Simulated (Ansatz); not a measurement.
Two members of one family (Oligo(thiazole), CF3 ends), computed with Ansatz in the gas phase. The two geometries come from different levels. Binding counts from free atoms in the multiplicity of their measured ground term, without zero-point energy. The structures are stationary points that may keep the symmetry of their start.

First: FC(F)(F)c1cnc(-c2cnc(-c3cnc(-c4cnc(C(F)(F)F)s4)s3)s2)s1 (singlet, charge 0, r2SCAN-D4/def2-SVP geometry).

Cartesian coordinates in Å:
```
F -7.2691 4.7319 -0.5506
C -7.0912 3.7258 -1.4235
F -8.1532 2.9123 -1.3380
F -7.0878 4.2736 -2.6507
C -5.8359 2.9672 -1.1503
C -5.7106 1.6305 -0.8405
N -4.4431 1.1890 -0.6367
C -3.5707 2.1614 -0.7801
C -2.1489 2.0025 -0.6252
C -1.1226 2.9339 -0.7447
N 0.1283 2.4757 -0.5388
C 0.1216 1.1869 -0.2529
C 1.3256 0.4431 0.0133
C 2.6243 0.9469 0.0099
N 3.6039 0.0641 0.2888
C 3.1234 -1.1402 0.5149
C 3.9535 -2.2745 0.8372
C 5.3391 -2.2747 0.9505
N 5.9025 -3.4683 1.2631
C 4.9951 -4.3911 1.3967
C 5.2894 -5.8284 1.7394
F 6.5910 -6.0235 1.9039
F 4.6558 -6.1891 2.8697
F 4.8527 -6.6502 0.7699
S 3.3471 -3.8707 1.1474
S 1.3723 -1.2500 0.3950
S -1.4722 0.4533 -0.2260
S -4.2806 3.7204 -1.1872
H -6.5562 0.9441 -0.7593
H -1.2825 3.9878 -0.9921
H 2.8484 1.9939 -0.2032
H 5.9508 -1.3835 0.8000
```

```
           level  HOMO (eV)  LUMO (eV)  gap (eV)  binding per atom (eV)
 PBE-D4/def2-SVP      -5.70      -3.71      1.99                   5.43
PBE0-D4/def2-SVP      -6.61      -3.22      3.39                   5.20
```

Second: FC(F)(F)c1cnc(-c2cnc(-c3cnc(-c4cnc(-c5cnc(-c6cnc(C(F)(F)F)s6)s5)s4)s3)s2)s1 (singlet, charge 0, PBE-D4/def2-SVP geometry).

```xyz
44

F    -1.552    9.751   -7.042
C    -1.935    8.567   -6.515
F    -3.117    8.757   -5.880
F    -2.172    7.713   -7.538
C    -0.880    8.047   -5.586
C     0.334    8.638   -5.271
N     1.119    7.957   -4.395
C     0.541    6.832   -4.011
C     1.143    5.903   -3.082
C     2.389    6.038   -2.462
N     2.754    5.041   -1.625
C     1.825    4.099   -1.556
C     1.946    2.917   -0.741
C     3.028    2.583    0.083
N     2.927    1.418    0.761
C     1.783    0.801    0.504
C     1.409   -0.460    1.089
C     2.166   -1.215    1.992
N     1.611   -2.375    2.411
C     0.421   -2.574    1.865
C    -0.403   -3.724    2.126
C    -1.666   -4.076    1.637
N    -2.178   -5.245    2.086
C    -1.346   -5.839    2.928
C    -1.639   -7.106    3.563
C    -2.796   -7.872    3.400
N    -2.840   -9.033    4.108
C    -1.751   -9.192    4.816
C    -1.482  -10.377    5.717
F    -2.493  -11.250    5.678
F    -0.345  -11.013    5.346
F    -1.308   -9.975    7.000
S    -0.562   -7.909    4.671
S     0.155   -4.961    3.220
S    -0.092   -1.288    0.762
S     0.737    1.665   -0.636
S     0.402    4.413   -2.562
S    -1.048    6.544   -4.734
H     0.668    9.598   -5.688
H     3.043    6.902   -2.637
H     3.915    3.224    0.179
H     3.154   -0.894    2.347
H    -2.240   -3.462    0.927
H    -3.625   -7.570    2.747
```

Task: What does the change do? Estimate second minus first.

Result: 
| level | Δ HOMO (eV) | Δ LUMO (eV) | Δ gap (eV) | Δ binding per atom (eV) |
| --- | --- | --- | --- | --- |
| PBE-D4/def2-SVP | 0.21 | -0.17 | -0.38 | 0.07 |
| PBE0-D4/def2-SVP | 0.29 | -0.21 | -0.50 | 0.07 |
